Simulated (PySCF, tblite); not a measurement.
Species: C5H14OSSi.
Atom-mapped SMILES: `[CH3:1][O:2][CH2:3][SiH2:4][S:5][CH:6]([CH3:7])[CH3:8]` (hydrogens: H9, H10, H11 on C1; H12, H13 on C3; H14, H15 on Si4; H16 on C6; H17, H18, H19 on C7; H20, H21, H22 on C8)

Structure used (GFN2-xTB), in Å, numbered top down from 1:
```xyz
22
C5H14OSSi angstrom
C      4.4076    0.2591   -0.0039
O      3.0559    0.5641   -0.2293
C      2.1655   -0.2923    0.4548
Si     0.4447    0.3374   -0.0271
S     -0.9509   -0.8484    1.0818
C     -2.6003   -0.4415    0.3569
C     -2.7639   -1.0976   -1.0025
C     -2.8446    1.0551    0.3102
H      4.9924    0.9783   -0.5744
H      4.6462   -0.7575   -0.3413
H      4.6607    0.3430    1.0605
H      2.3427   -0.2442    1.5378
H      2.3291   -1.3352    0.1511
H      0.3124    1.7446    0.3443
H      0.2378    0.1580   -1.4631
H     -3.2868   -0.9030    1.0713
H     -2.5588   -2.1628   -0.9347
H     -2.0830   -0.6564   -1.7264
H     -3.7836   -0.9603   -1.3583
H     -3.8894    1.2475    0.0720
H     -2.6199    1.5110    1.2710
H     -2.2241    1.5206   -0.4525
```

Theory: PBE0/pcSseg-1 in PySCF (dipole) on a GFN2-xTB geometry, gas phase.

Take the most abundant isotopes and a rigid rotor. The values belong to one conformer with, in the numbering `[CH3:1][O:2][CH2:3][SiH2:4][S:5][CH:6]([CH3:7])[CH3:8]`, C1–O2–C3–Si4 180°, O2–C3–Si4–S5 -176°, C3–Si4–S5–C6 -169°, Si4–S5–C6–C7 74°.

What are A, B and C (GHz)?

Ia = 137.89, Ib = 952.68, Ic = 973.07 u·Å²; 505379 MHz·u·Å²/I gives 3665, 530.5 and 519.4 MHz, that is A = 3.6652, B = 0.5305, C = 0.5194 GHz.

What kind of rotor is it?

A near-prolate asymmetric top. Ray's parameter κ = (2B − A − C)/(A − C) = -0.993; −1 is the prolate and +1 the oblate limit.

Is it planar, by Δ = Ic − Ia − Ib?

Not planar: Δ = Ic − Ia − Ib = -117.50 u·Å². For a rigid frame Δ = −2 Σ m c², so Σ m c² = 58.75 u·Å² lies off the ab plane: 20.37 from hydrogen and 38.38 from heavier atoms. The atom farthest from that plane is 1.94 Å away.

Give the other two planar moments, Paa and Pbb, and the rms extents of the mass along the axes.

Paa = Σ m a² = (Ib + Ic − Ia)/2 = 893.93 and Pbb = Σ m b² = (Ia + Ic − Ib)/2 = 79.14 u·Å². With the mass M = 150.05 u, the rms extents √(P/M) along a, b and c are 2.44, 0.73, 0.63 Å.

Which types of transition are allowed, and where do some lines up to J = 2 fall?

The dipole components are |μa| = 0.06 D, |μb| = 0.15 D, |μc| = 0.38 D. Intensities carry the squares of the components, which stand as 0.03 : 0.15 : 1.00 (a : b : c). Some lines, for components of 0.1 D or more:

```json
{"type": "c", "branch": "Q", "J(Ka,Kc)": "2(1,2) ← 2(0,2)", "MHz": "3124", "lower level (cm⁻¹)": "0.105"}
{"type": "c", "branch": "Q", "J(Ka,Kc)": "1(1,1) ← 1(0,1)", "MHz": "3135", "lower level (cm⁻¹)": "0.035"}
{"type": "b", "branch": "Q", "J(Ka,Kc)": "1(1,0) ← 1(0,1)", "MHz": "3146", "lower level (cm⁻¹)": "0.035"}
{"type": "b", "branch": "Q", "J(Ka,Kc)": "2(1,1) ← 2(0,2)", "MHz": "3157", "lower level (cm⁻¹)": "0.105"}
{"type": "b", "branch": "R", "J(Ka,Kc)": "1(1,1) ← 0(0,0)", "MHz": "4185", "lower level (cm⁻¹)": "0.000"}
{"type": "c", "branch": "R", "J(Ka,Kc)": "1(1,0) ← 0(0,0)", "MHz": "4196", "lower level (cm⁻¹)": "0.000"}
{"type": "b", "branch": "R", "J(Ka,Kc)": "2(1,2) ← 1(0,1)", "MHz": "5223", "lower level (cm⁻¹)": "0.035"}
{"type": "c", "branch": "R", "J(Ka,Kc)": "2(1,1) ← 1(0,1)", "MHz": "5257", "lower level (cm⁻¹)": "0.035"}
{"type": "c", "branch": "Q", "J(Ka,Kc)": "2(2,1) ← 2(1,1)", "MHz": "9404", "lower level (cm⁻¹)": "0.210"}
{"type": "b", "branch": "Q", "J(Ka,Kc)": "2(2,0) ← 2(1,1)", "MHz": "9404", "lower level (cm⁻¹)": "0.210"}
{"type": "b", "branch": "Q", "J(Ka,Kc)": "2(2,1) ← 2(1,2)", "MHz": "9438", "lower level (cm⁻¹)": "0.209"}
{"type": "b", "branch": "R", "J(Ka,Kc)": "2(2,1) ← 1(1,0)", "MHz": "11515", "lower level (cm⁻¹)": "0.140"}
{"type": "c", "branch": "R", "J(Ka,Kc)": "2(2,0) ← 1(1,0)", "MHz": "11515", "lower level (cm⁻¹)": "0.140"}
{"type": "c", "branch": "R", "J(Ka,Kc)": "2(2,1) ← 1(1,1)", "MHz": "11526", "lower level (cm⁻¹)": "0.140"}
{"type": "b", "branch": "R", "J(Ka,Kc)": "2(2,0) ← 1(1,1)", "MHz": "11526", "lower level (cm⁻¹)": "0.140"}
```

Its GFN2-xTB frequencies are all real (lowest 35 cm⁻¹). Constants of a rigid frame at the computed geometry: no zero-point averaging, no centrifugal distortion. A rigid rotor knows nothing of internal rotation, which can split or shift real lines.
